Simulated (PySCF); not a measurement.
**Correlation energy of Br (bromine, neutral)**

[Ar] 3d10 4s2 4p5, 2P determinant. All numbers are calculated (PySCF 2.14, the spin-free X2C one-electron Hamiltonian (Gaussian nucleus), in x2c-SVPall (5s4p3d, 32 functions)). Frozen: [Ar] 3d10; 7 electrons correlated.

MP2 pair energies summed by pair of shells (mhartree):

```csv
pair,energy,share (%)
4p-4p,-64.68,66.1
4s-4p,-27.08,27.7
4s-4s,-6.02,6.2
```

Total MP2 correlation energy: -97.79 mhartree.

Same-spin part -24.56 and opposite-spin part -73.23 mhartree; SCS-MP2 scales them by 1/3 and 6/5 to -96.06 mhartree.

```tsv
level	correlation energy (mhartree)
CCSD	-112.29
(T)	-1.31
CCSD(T)	-113.60
```

Diagnostics: T1 = 0.0050, D1 = 0.0177, largest double amplitude 0.050.

Q: Is a single reference adequate?

A: Yes, within this model without spin-orbit coupling: T1 lies below 0.03 and no double amplitude reaches 0.07.
